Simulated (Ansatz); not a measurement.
Question: Name a neutral molecule of C, F, Ga, S and H with HOMO–LUMO gap (PBE0/def2-TZVPP) between 6.15 and 6.45 eV and ideal-gas entropy at 298 K and 1 bar (rigid rotor, harmonic PBE0-D4/def2-TZVP) between 376 and 392 J/(mol·K) (Ansatz, PBE0-D4/def2-TZVP geometry).

Answer: `C[S][Ga]([F])[F]` (6.43 eV, 382 J/(mol·K)). Other molecules can fit too; these were computed, each in one conformer that needn't be the lowest.
